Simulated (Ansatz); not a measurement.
**Which method gave which barrier?**

Saddle point of Si$_{2}$H$_{7}$OF, singlet (Si₂H₆O ([OH][SiH2][SiH3]) + HF → SiH₃OF ([OH][SiH2][F]) + SiH₄; bonds formed: Si1–F7, Si2–H6; bonds broken: Si1–Si2, H6–F7), PBE0-D4/def2-TZVP structure:

```xyz
11
angstrom
Si -0.1709 -1.0072 -0.1068
Si 0.6671 1.4028 -0.4143
H -0.0915 -0.8278 -1.5903
H 0.9165 -1.9336 0.2642
O -1.7375 -1.4424 0.0429
H 0.1557 0.3741 0.9983
F -0.2001 -0.4101 1.8204
H 1.0569 2.4809 0.5390
H -0.4000 1.8995 -1.3151
H 1.8614 0.9720 -1.1836
H -2.0575 -1.5084 0.9452
```

Computed with Ansatz 0.2.0 (basis: def2-TZVPP, with def2-QZVPP for the basis limit); correlated methods freeze the cores. Extrapolation: Hartree–Fock as exp(−7.88 √X), correlation as X^−2.97. Four methods, as single points on the PBE0-D4 structures, gave these electronic barriers from the start structure: 27.34, 28.99, 39.20, 50.50 kcal/mol.

Question: The methods were, in alphabetical order, BHLYP-D4, HF, PBE-D4, r2SCAN-D4. Which gave which? (Judge from chemistry; the calculation decides.)

Answer: The calculation gives: PBE-D4 27.34; r2SCAN-D4 28.99; BHLYP-D4 39.20; HF 50.50 kcal/mol. For comparison, CCSD(T) at an estimated basis limit (MP2 extrapolated from triple and quadruple zeta, plus CCSD(T) − MP2 in triple zeta) gives 35.69 kcal/mol.

T1 diagnostic: at most 0.014.

Labels in which every atom is bracketed show which atoms are joined, not bond orders.

For scale, one of the runs: CCSD(T)/def2-TZVPP, 244 basis functions, launched by `ansatz run in.yaml --threads 4 --pin off --events-out ev --progress --plain --max-ram 9574MiB`. Hardware: 4 CPU threads of an AMD EPYC 9R45, shared host. Wall time 32 s; peak host memory 4.7 GiB.
